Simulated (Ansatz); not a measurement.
The cluster Be5Se4⁺, relaxed as a doublet with UKS r2SCAN-D4/def2-SVP in Ansatz, starting from the GFN2-xTB geometry. Force threshold 0.02 eV/Å.

The relaxation made no stability test and no search for a lower SCF solution. The structure comes from a short search, and lower isomers may exist.

Start:

Cartesian coordinates in Å:
```
Be -2.2332 0.8512 0.3373
Be 1.5132 0.3358 -1.5398
Be 1.0722 -1.7403 0.7409
Be 0.9496 1.4076 1.4951
Be -1.5312 -0.7016 -0.9555
Se -0.9710 1.8672 1.5614
Se 2.2017 0.0665 0.4762
Se -0.7763 -2.3028 0.3482
Se -0.2249 0.2165 -2.4637
```

| step | energy (eV) | largest force component (eV/Å) | SCF passes |
| --- | --- | --- | --- |
| 1 | -263368.9989 | 1.381 | 20 |
| 2 | -263370.2534 | 0.819 | 26 |
| 3 | -263370.8100 | 0.404 | 26 |
| 4 | -263370.8781 | 0.278 | 24 |
| 5 | -263370.8947 | 0.056 | 23 |
| 6 | -263370.9022 | 0.091 | 22 |
| 7 | -263370.9505 | 0.258 | 26 |
| 8 | -263371.0696 | 0.376 | 27 |
| 9 | -263371.1350 | 0.172 | 26 |
| 10 | -263371.1528 | 0.396 | 27 |
| 11 | -263371.1679 | 0.069 | 23 |
| 13 | -263371.1714 | 0.051 | 24 |
| 15 | -263371.1819 | 0.244 | 34 |
| 17 | -263371.1974 | 0.180 | 34 |
| 19 (rejected) | -263371.1837 | 0.367 | 62 |
| 21 | -263371.2270 | 0.121 | 30 |
| 23 | -263371.4350 | 0.381 | 33 |
| 25 | -263371.5413 | 0.471 | 29 |
| 27 | -263371.5679 | 0.044 | 26 |
| 29 | -263371.5695 | 0.043 | 26 |
| 31 | -263371.5848 | 0.113 | 26 |
| 33 (rejected) | -263371.5804 | 0.817 | 30 |
| 35 | -263371.7868 | 0.245 | 26 |
| 37 | -263371.8347 | 0.203 | 22 |
| 39 | -263371.8385 | 0.058 | 22 |
| 41 | -263371.8388 | 0.005 | 23 |

Force components are those of the run's own axes.

End:

Cartesian coordinates in Å:
```
Be -1.532 0.164 1.296
Be 1.269 0.038 -1.449
Be 0.615 -1.162 0.340
Be 0.704 1.353 1.313
Be -0.723 -1.020 -1.464
Se -1.077 1.995 2.004
Se 2.255 0.216 0.484
Se -1.446 -1.752 0.454
Se -0.065 0.167 -2.978
```

Bonds lost: Be1–Be5 (atoms count from 1). Bonds formed: Be1–Se8 (atoms count from 1).

No frequencies were taken in this run, so the end may be a saddle point.

It took 2.9 min on 4 threads of Intel Xeon 6975P-C on a shared host.
